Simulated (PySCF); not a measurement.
pyrazine (C4H4N2), SMILES c1cnccn1.

Geometry: ωB97X-D3(BJ)/def2-SVP.

Calculation: ωB97X-D3(BJ)/def2-SVP in PySCF 2.14.0.

Harmonic, unscaled wavenumbers; measured fundamentals usually lie a few per cent lower.

```tsv
mode	ν (cm⁻¹)	IR (km/mol)	moving atoms (share of kinetic energy)
1	368	0.0	C 61 %, H 39 %
2	445	21.9	N 64 %, C 28 %
3	609	0.0	N 65 %, C 31 %
4	730	0.0	C 85 %, N 8 %
5	792	0.0	C 42 %, N 35 %, H 24 %
6	820	20.5	H 87 %, C 12 %
7	963	0.0	H 78 %, C 22 %
8	1020	0.0	H 69 %, C 31 %
9	1034	0.0	H 61 %, C 39 %
10	1045	39.5	N 51 %, C 39 %, H 10 %
11	1078	0.0	C 62 %, N 24 %, H 14 %
12	1109	10.8	H 57 %, C 38 %
13	1183	10.6	H 56 %, C 41 %
14	1232	6.3	C 56 %, N 44 %
15	1260	0.0	H 81 %, C 18 %
16	1371	0.0	H 84 %, N 12 %
17	1465	38.9	H 46 %, C 37 %, N 17 %
18	1542	1.1	C 51 %, H 37 %, N 11 %
19	1664	0.0	C 51 %, N 46 %
20	1687	0.0	C 80 %, N 10 %, H 10 %
21	3192	0.0	H 92 %
22	3193	3.0	H 92 %, C 8 %
23	3207	47.4	H 91 %, C 9 %
24	3213	0.0	H 91 %, C 9 %
```
